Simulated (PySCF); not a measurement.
# Excitation energy of Ti²⁺ by level of theory

Ti²⁺ [Ar] 3d2 (3F) → Ti²⁺ [Ar] 3d1 4s1 (3D), as a difference of total energies. Computed with PySCF 2.14 in x2c-TZVPPall, with scalar relativity by spin-free X2C-1e. Correlated levels: valence: [Ar] frozen; valence and next inner shell: [Ne] frozen. The calculations carry no spin-orbit coupling.

```tsv
method	excitation energy (eV)
UHF	4.656
LDA	4.937
PBE	5.012
PBE0	5.084
r2SCAN	5.317
TPSSh	5.350
BHandHLYP	5.007
PBEsol	5.041
M06	5.071
MP2 (valence)	4.690
SCS-MP2 (valence)	4.667
MP2 (valence and next inner shell)	4.576
SCS-MP2 (valence and next inner shell)	4.617
```

Task: How much does correlation contribute at MP2 (valence and next inner shell)?

Result: 4.576 − (4.656) = -0.080 eV, measured against UHF.

The basis was made for the ground configuration and has no added diffuse functions, so the excitation energy can come out too high.
